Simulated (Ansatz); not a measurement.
Gas-phase reaction in SMILES: C[Si](O)(O)O [trihydroxy(methyl)silane] → C[Si](O)O + [OH] (HO) (the O-Si bond at the site shown breaks; other sites are not compared here)
Each molecule is optimised on its own at B3LYP-D3(BJ)/def2-TZVP (Ansatz, a quantum-chemistry and plane-wave program), one conformer each, not searched for the lowest.
Geometry of the first species:
```xyz
11

C      1.8066    -0.0799    -0.2468
Si    -0.0245    -0.0058     0.0132
O     -0.7691     1.0303    -1.0365
O     -0.7662    -1.4466    -0.2584
O     -0.2323     0.4273     1.5834
H      2.2786     0.8760    -0.0103
H      2.2529    -0.8393     0.3974
H      2.0414    -0.3297    -1.2828
H     -0.5156     1.9560    -1.0218
H     -1.3013    -1.5139    -1.0530
H     -1.1104     0.3239     1.9597
```

Quantity: bond dissociation energy (electronic energy difference), in kJ/mol. Correlated levels leave the core frozen unless marked. Open shells are spin-unrestricted. Spin-orbit coupling is left out. No relativistic terms. Basis-set limits of correlation are two-point, X^-3; Hartree-Fock from the larger set.

```tsv
level	program	bond dissociation energy (kJ/mol)	minus last row
PBE-D4/def2-TZVPD	Ansatz + dftd4	557.1	-34.8
wB97X-V/def2-TZVPD	Ansatz	576.1	-15.8
B2GP-PLYP-D3(BJ)/def2-TZVPD	Ansatz + dftd3	575.5	-16.4
B2GP-PLYP-D4/def2-TZVPD	Ansatz + dftd4	575.6	-16.3
MP2/6-31G	Ansatz	475.8	-116.1
CCSD(T)/6-31G*	Ansatz	552.0	-39.9
CCSD(T)/CBS(aug-cc-pV(T+d)Z,aug-cc-pV(Q+d)Z)	Ansatz	591.9	0.0
```
